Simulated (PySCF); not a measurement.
## The second ionisation energy along the noble gases

All values are computed (PySCF 2.14, energy differences of UHF-based or UKS calculations, no spin-orbit coupling). Values in eV. The last column holds reference values (NIST; (s) semi-empirical, (t) theoretical, else measured). Unmarked ones compare directly (S terms, centres of terms, or small fine structure); those marked * lie between the lowest fine-structure levels and include a spin-orbit shift.

| element | configurations | UHF | MP2 (valence) | SCS-MP2 (valence) | CCSD (valence) | CCSD(T) (valence) | reference |
| --- | --- | --- | --- | --- | --- | --- | --- |
| Ne (cc-pVTZ, non-relativistic) | [He] 2s2 2p5 → [He] 2s2 2p4 | 39.282 | 40.738 | 40.726 | 40.664 | 40.693 | 40.963 * |
| Ar (cc-pV(T+d)Z, non-relativistic) | [Ne] 3s2 3p5 → [Ne] 3s2 3p4 | 26.375 | 27.343 | 27.338 | 27.308 | 27.340 | 27.630 * |
| Kr (cc-pVTZ-PP with ECP10MDF, ECP) | [Ar] 3d10 4s2 4p5 → [Ar] 3d10 4s2 4p4 | 23.269 | 24.089 | 24.086 | 24.092 | 24.120 | 24.360 * |

"Valence" correlates the outer s and p shells and, in groups 3 to 12 and the f block, the outer d or f shell, open or full, or the next shell where the ion has no valence electron left; the wider scheme adds the next inner shell.
